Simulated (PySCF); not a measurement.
**Dipole response of Rh⁺ (rhodium, charge +1)**

[Kr] 4d8, high-spin 3F determinant. Computed with PySCF 2.14 in aug-cc-pwCVDZ-PP with ECP28MDF (6s6p5d3f, 70 functions), with scalar relativity through the core potential. Coupled (time-dependent) response in atomic units; α is the mean over directions. A double-zeta set is small for polarisabilities.

```tsv
method	mean α (bohr³)	C₆ (like pair)	S(−4)
UHF	10.64	63.27	45.16
PBE	12.95	77.45	84.83
PBE0	12.13	72.69	67.85
wB97M-V	12.33	73.27	75.22
```

S(−4) is the Cauchy moment in α(ω) = α(0) + S(−4) ω² + …

Spin-orbit coupling is absent.

α(iu) at PBE0:

| u (hartree) | α(iu) (bohr³) |
| --- | --- |
| 0 | 12.13 |
| 0.0500 | 11.97 |
| 0.100 | 11.52 |
| 0.200 | 10.19 |
| 0.300 | 8.860 |
| 0.500 | 6.916 |
| 0.750 | 5.384 |
| 1.00 | 4.322 |
| 1.50 | 2.911 |
| 2.00 | 2.056 |
| 3.00 | 1.154 |
| 5.00 | 0.4965 |

A single London oscillator, α(iu) = α/(1 + u²/ω²), gives C₆ = (3/4) ω α². Matching the computed C₆ needs ω = 4 × 72.69 / (3 × 12.13²) = 0.659 hartree.

For an ion, C₆ is the dispersion term alone; charge-induced terms of lower order in 1/R come first.

Energies and moments cover only the electrons outside the core potential.
